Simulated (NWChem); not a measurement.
**Ionisation of Bi**

SMILES: [Bi]
```xyz
1

Bi     0.0000     0.0000     0.0000
```
Charge 0, spin multiplicity 4.

Everything below was run with NWChem.

Basis set: def2-TZVPD. The species with one electron less has spin multiplicity 3. Δ marks differences of total energies (open shells unrestricted). −ε marks an orbital energy of the parent. That orbital need not have the symmetry of the hole or added electron in the Δ rows.

Effective core potentials replace the inner electrons of Bi; spin-orbit coupling is left out. The correlated methods keep 4 core orbitals frozen. The stability of the SCF solutions was not checked.

### Question
Order these methods by the first vertical ionisation energy they give, lowest first: −ε(alpha HOMO) of PBE, G0W0@BHandHLYP, G0W0@PBE0, ΔB2PLYP.

### Answer
−ε(alpha HOMO) of PBE (5.18 eV), G0W0@PBE0 (8.30 eV), G0W0@BHandHLYP (8.40 eV), ΔB2PLYP (8.53 eV)
